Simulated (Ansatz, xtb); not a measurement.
Relative energy of two structures of H3InSi2Sn+

Structure I is a doublet given by its coordinates and structure II is a doublet given by its coordinates. Both are isolated ions in the gas phase, relaxed with B3LYP-D3(BJ)/def2-SVP.

I (Å):

```xyz
7

In   -1.8625   -0.2767   -2.2575
Si   -0.5941    1.0938    1.8995
Si   -0.4503    1.6306   -0.4209
Sn    0.8890    3.5168    0.7377
H     0.1116   -0.1598    2.2787
H    -1.9661    1.2003    2.4646
H     0.1979    2.2038    2.6292
```

Close contacts (Å): In1–Si3 3.00, Si2–Si3 2.39, Si2–Sn4 3.07, Si3–Sn4 2.59, Si2–H5 1.49, Si2–H6 1.49, Si2–H7 1.55, Sn4–H7 2.40.

II (Å):

```xyz
7

In   -2.8755    1.6890   -2.3637
Si   -0.1281    0.3500    0.9583
Si   -0.4832    1.9959   -0.5684
Sn    2.1634    1.4465   -0.6933
H    -0.1673   -1.0660    0.4975
H     0.1179    0.4747    2.4205
H    -0.3930    3.2507    0.2681
```

Close contacts (Å): In1–Si3 3.01, Si2–Si3 2.27, Si2–Sn4 3.03, Si3–Sn4 2.71, Si2–H5 1.49, Si2–H6 1.49, Si3–H7 1.51.

Question: Estimate E(II) − E(I) at the level CCSD(T)/def2-SVP.

Answer: Calculated at CCSD(T)/def2-SVP: E(II) − E(I) = +2.9 kcal/mol, so structure I lies lower.

The same difference at several levels:

```csv
level,geometry,E(II) − E(I) (kcal/mol),departure from the last row (kcal/mol),"job, with rough time for the two"
B3LYP-D3(BJ)/def2-SVP,B3LYP-D3(BJ)/def2-SVP,+3.0,0.0,"optimisation, 10 min"
HF/def2-SVP,B3LYP-D3(BJ)/def2-SVP,+3.6,+0.7,part of the CCSD(T) run
MP2/def2-SVP,B3LYP-D3(BJ)/def2-SVP,+3.7,+0.8,part of the CCSD(T) run
CCSD(T)/def2-SVP,B3LYP-D3(BJ)/def2-SVP,+2.9,,"single point, 96 s"
```

The levels shown agree on the order. The largest departure from CCSD(T)/def2-SVP is that of MP2/def2-SVP, 0.8 kcal/mol. Levels run at GFN2-xTB geometries aren't shown.

With harmonic frequencies from B3LYP-D3(BJ)/def2-SVP (ideal gas, rigid rotor, one conformer each, 298.15 K, 1 atm): on the last row, ΔE + ΔZPE = +2.4 kcal/mol. A mode under 50 cm⁻¹ makes harmonic enthalpies and free energies unreliable, so none is given.

Open shells are spin-unrestricted. The correlated steps freeze 18 core orbitals; the filled d shell of In and Sn is correlated, in a basis made for valence electrons. Atoms past krypton carry core potentials in the def2 sets and no spin–orbit term is included. Programs: Ansatz 0.2.0; the last row on 2 threads of Intel(R) Xeon(R) Platinum 8259CL CPU @ 2.50GHz (Skylake/Cascade Lake) on a shared host.
